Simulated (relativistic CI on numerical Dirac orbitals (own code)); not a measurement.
The 32-electron sequence from Ge to Sb¹⁹⁺

Computed by Dirac-Coulomb-Breit CI, KLI orbitals optimised for each configuration, QED by a radiative potential, unscaled Slater integrals (own radial code, finite nucleus).

Configurations in the expansion (outside the closed core [Ar] 3d10): 4s2 4p2, 4s 4p3, 4p4, 4s2 4p 4d, 4s 4p2 4d, 4s2 4p 4f, 4s2 4d2, 4s 4d3. Double excitations out of closed p, d and f shells are left out; levels of such configurations are missing from the list, as are those of other unlisted configurations, and high levels can miss mixing partners.

Energies above each ion's lowest level, in cm⁻¹. Levels are followed by their leading LS label, which can pass from one level to another where the coupling changes.

```
  Ion  4s2 4p2 3P_0  4s2 4p2 3P_1  4s2 4p2 3P_2  4s2 4p2 1D_2  4s2 4p2 1S_0
   Ge           0.0         489.6        1278.5        9150.1       16256.2
  As⁺           0.0         963.7        2392.6       12290.2       23810.9
 Se²⁺           0.0        1601.7        3774.2       15173.2       29910.5
 Br³⁺           0.0        2436.9        5445.0       18131.6       35595.3
 Kr⁴⁺           0.0        3503.1        7420.9       21385.6       41337.6
 Rb⁵⁺           0.0        4836.8        9718.7       25104.6       47375.0
 Sr⁶⁺           0.0        6477.3       12358.7       29424.3       53867.7
 Zr⁸⁺             ?             ?             ?             ?             ?
 Nb⁹⁺           0.0       13658.1       22596.2       47067.2       77307.9
Mo¹⁰⁺           0.0       16951.5       26893.5       54825.3       86805.4
Tc¹¹⁺           0.0       20771.0       31699.8       63672.0       97317.5
Ru¹²⁺           0.0       25163.6       37060.6       73696.9      108946.3
Rh¹³⁺           0.0       30177.7       43023.4       84991.3      121793.9
Pd¹⁴⁺           0.0       35862.6       49638.1       97649.0      135963.7
Ag¹⁵⁺           0.0       42269.1       56956.3      111766.9      151560.8
Cd¹⁶⁺           0.0       49449.4       65031.4      127445.3      168692.2
In¹⁷⁺           0.0       57457.3       73918.5      144788.3      187468.2
Sn¹⁸⁺           0.0       66348.4       83674.5      163904.5      208001.7
Sb¹⁹⁺           0.0       76180.4      184906.5       94358.3      230409.5
```

Problem. Fill in the row of Zr⁸⁺.

Solution. 4s2 4p2 3P_0 0.0, 4s2 4p2 3P_1 10844.5, 4s2 4p2 3P_2 18766.1, 4s2 4p2 1D_2 40308.4, 4s2 4p2 1S_0 68722.6 (cm⁻¹).

The lowest level keeps the configuration 4s2 4p2 and J = 0 throughout.

Between Z = 48 and 51 the energy of 4s2 4p2 3P_1 follows a local power law Z^7.1. For orientation: electrostatic splittings inside a shell grow about linearly with the screened charge, excitations that change n as its square, and fine structure as its fourth power; written in Z itself the exponents are larger, since the screened charge grows faster in proportion.

The members near neutrality are the least accurate: they can be off by several eV, miss lower levels of configurations outside the list, or start from a wrong lowest level.
